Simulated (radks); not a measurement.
Values are calculated unless marked as measured or tabulated.
Problem. These are the eigenvalues of the occupied orbitals of an atom or ion with whole-number occupations (eV). Code: a radial shooting solver on a logarithmic mesh with Libxc functionals. Model: scalar-relativistic Kohn-Sham, PBEsol, spin-polarised, spherical densities, finite nucleus; Fermi nuclear charge, rms radius of each element as measured or else 0.836 A^(1/3) + 0.57 fm.

1s up: -26608.20
1s down: -26608.19
2s up: -4035.493
2s down: -4034.424
2p up: -3631.881
2p down: -3631.056
3s up: -831.2254
3s down: -830.6270
3p up: -698.9076
3p down: -698.2346
3d up: -491.9242
3d down: -490.9346
4s up: -200.6327
4s down: -196.6588
4p up: -160.4886
4p down: -156.4391
4d up: -100.8855
4d down: -96.8930

Which element is it, and in what charge state? The configuration may be excited. Open shells, if any, are filled with parallel spins first.

Solution. Z = 48, cadmium, charge +6: Cd6+ in [Kr] 4d6. The list shows which subshells hold electrons but not how many an open one holds; the 1s level, -977.83 hartree, gives Z - s = 44.2 by -(Z - s)^2/2, which with screening and relativity narrows Z to a few neighbours, and the depths of the outer levels then fix element, charge and occupations together.
